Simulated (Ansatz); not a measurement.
Relaxation of FGaH₅NO₂ (10 atoms, charge 0, multiplicity 1), to a largest force component of 0.03 eV/Å in at most 50 steps.

Method: RKS PBE/def2-SVP (Ansatz).

```xyz
10
Properties=species:S:1:pos:R:3
Ga 0.048 -0.244 -0.084
O 0.091 -0.449 1.711
H -0.765 -0.722 2.089
N 1.642 -0.324 -0.974
H 2.468 -0.149 -0.389
H 1.709 0.242 -1.829
O -1.503 -0.290 -1.001
H -2.280 -0.184 -0.423
F 0.008 2.398 1.097
H 0.144 1.748 1.757
```

Problem. Where does it end, and by what steps?

Solution. The forces met the threshold. After 28 steps the energy has fallen by 0.902 eV; H10 moved furthest, 1.38 Å. Parted: F9–H10 (0.94 → 2.39 Å). Joined: Ga1–F9 (2.89 → 1.80 Å), O2–H10 (2.20 → 0.98 Å).

```
step  energy less start (eV)  largest force component (eV/Å)  accepted
   0                  0.0000                           0.611       yes
   1                 -0.1713                           0.739       yes
   2                 -0.2411                           1.737       yes
   3                 -0.3203                           0.838       yes
   4                 -0.3418                           0.403       yes
   5                 -0.3715                           0.342       yes
   6                 -0.3921                           0.350       yes
   7                 -0.4238                           0.407       yes
   8                 -0.4880                           1.564       yes
   9                 -0.7222                           0.782       yes
  10                 -0.7761                           0.819       yes
  11                 -0.7537                           2.251        no
  12                 -0.8383                           0.243       yes
  13                 -0.8560                           0.212       yes
  14                 -0.8568                           0.534       yes
  15                 -0.8684                           0.197       yes
  16                 -0.8734                           0.118       yes
  17                 -0.8702                           0.668        no
  18                 -0.8788                           0.128       yes
  19                 -0.8832                           0.291       yes
  20                 -0.8871                           0.210       yes
  21                 -0.8914                           0.089       yes
  22                 -0.8935                           0.091       yes
  23                 -0.8971                           0.187       yes
  24                 -0.8990                           0.116       yes
  25                 -0.9009                           0.062       yes
  26                 -0.9016                           0.050       yes
  27                 -0.9019                           0.035       yes
  28                 -0.9019                           0.022       yes
```

```xyz
10
Properties=species:S:1:pos:R:3
Ga 0.216 0.459 -0.058
O -0.030 -0.302 1.922
H -0.944 -0.557 1.619
N 1.786 -0.091 -0.836
H 2.442 0.666 -1.052
H 1.671 -0.674 -1.670
O -1.414 -0.373 -0.283
H -2.087 0.216 -0.670
F 0.084 2.129 0.599
H -0.162 0.554 2.383
```

Whether the end is a true minimum wasn't checked by a vibrational analysis.

Time of the run: 67 s on 2 threads of Arm Neoverse V1 (shared host), peak memory 0.16 GiB.
